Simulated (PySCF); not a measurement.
C₆H₅F₃.
Geometry (GFN2-xTB, Å), atoms numbered from 1 in this order:
```
atom  x, y, z in Å
F1     3.6747    0.8273   -0.5327
C2     2.8120   -0.1661   -0.8088
F3     3.3280   -1.2833   -0.2646
F4     2.8455   -0.3431   -2.1422
C5     1.4760    0.1173   -0.3233
C6     0.3739    0.3694    0.0852
C7    -0.9357    0.6427    0.5579
C8    -2.1165    0.1467   -0.2410
C9    -1.7828   -0.5016    1.0589
H10   -1.0229    1.5996    1.0573
H11   -2.9814    0.7894   -0.2970
H12   -1.9099   -0.3968   -1.1499
H13   -2.4142   -0.3135    1.9132
H14   -1.3475   -1.4885    1.0399
```

Method used: PySCF 2.14.0, density-fitted response routines, TDDFT PBE0/def2-SVPD, vertical, gas phase, core orbitals frozen in the response.

Ground-to-excited transition dipoles (e·a0, same axes as the geometry; the sign carries no meaning), for the states with f of 0.002 or more among the lowest 6:

```
state  E (eV)      μx      μy      μz
   S2   6.396   0.370   0.083  -0.053
   S4   7.532  -0.085   0.162  -0.325
   S5   7.980   0.899   0.182  -0.141
   S6   8.054   0.050  -0.097   0.195
```

(1) What oscillator strength does each state have?

(2) Label these states by symmetry in Cs.

(3) What angle do the transition dipoles of S2 and S4 make?

(4) How is the summed strength of these states shared among x, y and z?

(5) What peak molar absorption coefficient would the strongest computed level give as a lone Gaussian band 0.3 eV wide at half height?

Answers

(1) f = (2/3) ΔE |μ|² with ΔE in hartree (27.2114 eV).

| state | \|μ\|² (au) | \|μ\| (D) | f |
| --- | --- | --- | --- |
| S2 | 0.147 | 0.97 | 0.023 |
| S4 | 0.139 | 0.95 | 0.026 |
| S5 | 0.861 | 2.36 | 0.168 |
| S6 | 0.050 | 0.57 | 0.010 |

(2) The ground state is totally symmetric, so the direction of μ fixes the label. Polarised normal to the mirror plane, so A″: S4 and S6. Polarised in the mirror plane, so A′: S2 and S5.

(3) |cos θ| = |μa·μb| / (|μa| |μb|) = 0.00, so θ ≈ 90° (taken between 0 and 90°, since the signs are arbitrary).

(4) (2/3) Σ ΔE μα² gives 0.181 for x, 0.014 for y and 0.031 for z, 0.227 in all.

(5) ε(max) = 2.175×10⁸ f / FWHM, with the width in cm⁻¹. S5: 2.175×10⁸ × 0.1682 / 2420 ≈ 15000 L mol⁻¹ cm⁻¹.
